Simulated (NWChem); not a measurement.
Species: C2H7GaO; SMILES [GaH]([CH3])[O]C

```xyz
11

Ga    -0.3443     0.3988     0.0001
H     -1.9020     0.1980    -0.0001
C      0.7311     2.0280    -0.0001
H      0.5039     2.6439     0.8840
H      0.5123     2.6374    -0.8908
H      1.8013     1.7781     0.0057
O      0.6098    -1.1158     0.0003
C      0.1004    -2.4117    -0.0002
H      0.4476    -2.9680    -0.8908
H      0.4516    -2.9701     0.8875
H     -1.0076    -2.4532     0.0022
```
Atoms are numbered in this order, from 1.

Program: NWChem. Pople sets run with spherical d functions. Structure relaxed at the PBE0/def2-SVP level. Vertical excitations in the gas phase; the lowest state need not have the same character in each row.

For level Hartree-Fock/6-31G*, CIS:

```
Item                                      Result
----------------------------------------  ------
lowest excitation, singlet (eV)             6.97
lowest state with f > 0.02, singlet (eV)    8.01
oscillator strength of that bright state   0.062
orbital gap (eV)                           13.02
```

Q: Estimate the same quantities for level PBE/6-31G*, TDA.

A: The lowest excitation, singlet (eV) is 4.81 and the lowest state with f > 0.02, singlet (eV) is 5.36. The oscillator strength of that bright state comes out as 0.095 and the orbital gap (eV) comes out as 4.57.
